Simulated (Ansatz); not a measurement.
Isolated molecules relaxed with PBE0-D4/def2-TZVP in Ansatz; ΔE leaves out vibrations. CCSD(T)/CBS is the MP2 limit (def2-TZVPP, def2-QZVPP) plus CCSD(T) − MP2 in def2-TZVPP, frozen cores. This one scheme is used for every species. Functionals use def2-TZVPP. HSE06 is defined as in plane-wave codes. Elements past krypton have def2 core potentials. For Te outer-core shells are correlated without core-valence functions, which leaves a few kJ/mol of doubt a bond. Each species was taken in one conformer, which may not be the lowest.

Consider the ligand exchange at the Si–C bond: `C=C(Cl)[SiH2]S` + H₂Te → `S[SiH2][TeH]` + `C=CCl`.

```json
{"level": "PBE0-D4", "ΔE (kJ/mol)": "-59.3", "difference from CCSD(T)/CBS": "-2.7"}
{"level": "r2SCAN0-D4", "ΔE (kJ/mol)": "-58.1", "difference from CCSD(T)/CBS": "-1.5"}
{"level": "HSE06-D4", "ΔE (kJ/mol)": "-59.8", "difference from CCSD(T)/CBS": "-3.2"}
{"level": "BHLYP-D4", "ΔE (kJ/mol)": "-55.2", "difference from CCSD(T)/CBS": "1.4"}
{"level": "BLYP", "ΔE (kJ/mol)": "-56.1", "difference from CCSD(T)/CBS": "0.5"}
{"level": "BHLYP", "ΔE (kJ/mol)": "-56.0", "difference from CCSD(T)/CBS": "0.6"}
{"level": "HF/def2-TZVPP", "ΔE (kJ/mol)": "-56.6", "difference from CCSD(T)/CBS": "0.0"}
{"level": "CCSD(T)/def2-TZVPP", "ΔE (kJ/mol)": "-49.6", "difference from CCSD(T)/CBS": "7.0"}
{"level": "MP2/def2-QZVPP", "ΔE (kJ/mol)": "-58.5", "difference from CCSD(T)/CBS": "-1.9"}
{"level": "MP2/CBS(def2)", "ΔE (kJ/mol)": "-61.5", "difference from CCSD(T)/CBS": "-4.9"}
{"level": "CCSD(T)/CBS", "ΔE (kJ/mol)": "-56.6", "difference from CCSD(T)/CBS": "0"}
```

Largest T1 diagnostic among the species: 0.011.

At CCSD(T), def2-SVP lies +10.7 kJ/mol from the extrapolated value and def2-TZVPP +7.0 kJ/mol. The D4 term adds +3.8 kJ/mol with B3LYP and +2.4 kJ/mol with PBE0; it sums over pairs of atoms, weighted by their polarisabilities, and B3LYP, whose exchange is more repulsive, gets the larger term. Leaving LDA and LC-ωPBE aside and taking each functional with its dispersion term where it has one, the values, not all of them listed here, spread over 10.4 kJ/mol, from HSE06-D4 to CAM-B3LYP-D4. LDA lies +7.4 kJ/mol from PBE without D4.

B3LYP here is the variant with VWN-RPA as its local correlation; programs differ in this.
